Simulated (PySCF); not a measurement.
Job file and geometry (Å, from GFN2-xTB) of an NMR shielding run on `[BH2-]1COC[N@H+]1C1CCC1`, C$_{6}$H$_{14}$BNO, GIAO PBE0/pcSseg-1 NMR shielding, non-relativistic, gas phase (PySCF); density fitting, a coarse starting grid and PySCF grid level 2 are the driver's defaults:

```
$ OMP_NUM_THREADS=1 python probes_run.py task.json out

{"job": {"kind": "nmr", "xc": "PBE0", "basis": "pcSseg-1"}, "charge": 0, "multiplicity": 1}
B     -1.679789    -0.264447    -0.880700
C     -2.960129     0.315915    -0.028211
O     -2.405946     0.943798     1.159422
C     -1.195485     0.351206     1.412362
N     -0.484635     0.277612     0.120405
C      0.753995    -0.479475     0.138735
C      1.550881    -0.470951    -1.175236
C      2.804544    -0.022285    -0.406570
C      1.952426     0.169605     0.859151
H     -1.519814     0.238002    -1.945527
H     -1.607930    -1.451692    -0.889695
H     -3.663876    -0.459520     0.294707
H     -3.539725     1.094882    -0.524599
H     -0.656286     0.947275     2.159339
H     -1.302787    -0.686105     1.775938
H     -0.297473     1.230815    -0.186070
H      0.521829    -1.485451     0.494025
H      1.616841    -1.429330    -1.681751
H      1.181706     0.268426    -1.880761
H      3.288240     0.875477    -0.784427
H      3.551988    -0.805059    -0.305561
H      2.303388    -0.347910     1.749085
H      1.783284     1.216199     1.109175
```

Task: What does the program print?

Result: 
```
coarse grid: 18432 points
cycle   1  E = -391.1797538019  dE =  1.266e+00  |g| = 6.550e-01  |ddm| = 4.179e+00
cycle   2  E = -391.1226187236  dE =  5.714e-02  |g| = 8.914e-01  |ddm| = 1.388e+00
cycle   3  E = -391.2764647189  dE = -1.538e-01  |g| = 1.223e-01  |ddm| = 8.272e-01
cycle   4  E = -391.2793725461  dE = -2.908e-03  |g| = 3.847e-02  |ddm| = 1.359e-01
cycle   5  E = -391.2797093362  dE = -3.368e-04  |g| = 9.622e-03  |ddm| = 4.141e-02
cycle   6  E = -391.2797283453  dE = -1.901e-05  |g| = 2.661e-03  |ddm| = 9.466e-03
cycle   7  E = -391.2797300249  dE = -1.680e-06  |g| = 3.094e-04  |ddm| = 2.427e-03
final grid: 175864 points
cycle   8  E = -391.3440649252  dE = -7.178e-05  |g| = 1.348e-02  |ddm| = 4.700e-02
cycle   9  E = -391.3440336407  dE =  3.128e-05  |g| = 1.878e-02  |ddm| = 2.359e-02
cycle  10  E = -391.3441036483  dE = -7.001e-05  |g| = 1.906e-03  |ddm| = 1.386e-02
cycle  11  E = -391.3441043918  dE = -7.435e-07  |g| = 2.752e-04  |ddm| = 1.755e-03
cycle  12  E = -391.3441044060  dE = -1.422e-08  |g| = 7.880e-05  |ddm| = 2.667e-04
cycle  13  E = -391.3441044073  dE = -1.237e-09  |g| = 3.558e-05  |ddm| = 1.039e-04
cycle  14  E = -391.3441044075  dE = -2.804e-10  |g| = 6.576e-06  |ddm| = 3.536e-05
converged SCF energy = -391.3441044075

GIAO shielding tensors (ppm)
atom      isotropic    diamagn.    paramagn.     s11        s22        s33       span
  0 B      119.644     188.501     -68.858    102.678    112.965    143.288     40.609
  1 C      118.707     251.024    -132.317     68.678     98.717    188.725    120.046
  2 O      276.687     396.332    -119.646    204.315    285.404    340.341    136.025
  3 C      101.548     244.853    -143.306     65.868    101.756    137.020     71.152
  4 N      160.552     323.672    -163.120    123.765    156.748    201.143     77.377
  5 C      135.095     244.773    -109.678    115.859    132.012    157.413     41.554
  6 C      158.163     247.986     -89.823    140.119    151.144    183.228     43.110
  7 C      172.458     253.941     -81.483    163.680    168.682    185.011     21.331
  8 C      157.171     250.321     -93.150    141.063    148.923    181.527     40.463
  9 H       29.487      31.810      -2.324     26.141     28.930     33.390      7.248
 10 H       30.053      31.891      -1.838     26.173     29.975     34.010      7.837
 11 H       27.911      29.803      -1.892     23.806     26.308     33.618      9.812
 12 H       27.843      30.369      -2.526     23.924     26.017     33.589      9.665
 13 H       27.050      30.198      -3.149     21.971     28.084     31.094      9.124
 14 H       27.967      30.945      -2.977     22.862     28.434     32.605      9.743
 15 H       28.938      36.066      -7.127     24.044     27.546     35.225     11.181
 16 H       28.541      32.619      -4.078     24.567     29.334     31.722      7.155
 17 H       29.048      30.332      -1.284     25.053     27.298     34.793      9.740
 18 H       29.320      31.590      -2.270     25.242     29.557     33.161      7.919
 19 H       29.749      29.536       0.213     25.951     26.815     36.481     10.530
 20 H       29.793      29.534       0.259     26.604     26.711     36.064      9.460
 21 H       29.309      30.465      -1.156     25.439     27.376     35.112      9.673
 22 H       29.920      31.987      -2.068     26.219     29.655     33.885      7.665
```

Size and cost of the density-fitted run: 223 basis functions, 87 s wall time on 1 thread of an Arm Neoverse N1, shared host; peak memory 1.1 GiB.
